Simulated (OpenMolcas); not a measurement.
Ti2+ with 6 ligands (chloride) in octahedral coordination (Oh) at 2.62 Å. A charge of +0.667 e stands 2.8 Å behind each ligand. Ligand basis ANO-RCC-VDZP.
```
Ti    0.0000    0.0000    0.0000
Cl    2.6200    0.0000    0.0000
Cl    0.0000    2.6200    0.0000
Cl   -2.6200    0.0000    0.0000
Cl    0.0000   -2.6200    0.0000
Cl    0.0000    0.0000    2.6200
Cl    0.0000    0.0000   -2.6200
```

```json
{"Program": "OpenMolcas", "Method": "SS-CASPT2, IPEA 0.25 Eh, imaginary shift 0.1 Eh (closed shells correlated: 3s 3p and the ligand valence shells)", "Basis": "ANO-RCC-VDZP [5s4p2d1f]", "Scalar Hamiltonian": "DKH2, point nucleus", "Active space": "2 electrons in 5 orbitals (3d)", "State averaging": "2S+1 = 3 even, 10 roots; 2S+1 = 1 even, 15 roots", "Spin-orbit coupling": "RASSI with atomic mean-field integrals over the reference wave functions"}
```

(1) What is the spin-free ground state (labels of O, the rotations of Oh)?

(2) Where is the first state of the same spin?

(3) What are the lowest two levels with spin-orbit coupling?

(4) What is χT at 300 K, and how does it compare with the textbook value?

Results:

(1) 3T1, 3-fold in its orbital part, 97 % from free-ion F terms; it has the highest spin that d2 allows.

(2) 3T2 at 5850 cm-1 above the ground state.

(3) A 2-fold level E, then a 3-fold level T2 5 cm-1 above it. Their leading multiplicities are 3 (100 %) and 3 (100 %).

(4) The lowest level has 2S+1 = 3, for which the spin-only value is χT = S(S+1) / 2 = 1.000 cm3 K/mol (g = 2). The computed 1.119 at 300 K differs by +0.119, through orbital momentum, spin-orbit coupling and any other state in reach. With a threefold ground state the orbital momentum is unquenched, so the spin-only value is not expected to hold.

Roots that are degenerate in the reference are averaged as groups; the widest CASPT2 spread within a group is 83 cm-1 (the 3-fold group of multiplicity 3 near 5850 cm-1 above the lowest state of its run). Shifts and gaps below about the spread of the groups concerned are not significant. Over all roots computed the reference weight is 0.67 to 0.68; a low but even weight reflects the number of correlated electrons. An orbital triplet at a regular site is open to Jahn-Teller coupling, which can distort the site and quench the lowest spin-orbit gaps and is left out. Ligand-to-metal charge-transfer states are missing. These CASPT2 states fit no ligand-field parameters well, so their order and spin gaps are uncertain. With no ligand orbital active B as a rule stays too high, so bands that hang on it stand too high and its fall with covalency is understated. With one d shell and no ligand orbital active, 10Dq can be off by tens of per cent for divalent 3d ions, low with halides held by bare charges and at times high in hosts. Free-ion shares, where given, are those of the reference states; single-state CASPT2 does not remix them. No measured value stands beside these numbers; the geometry is a model, was not optimised and need not be the one that this ion takes.
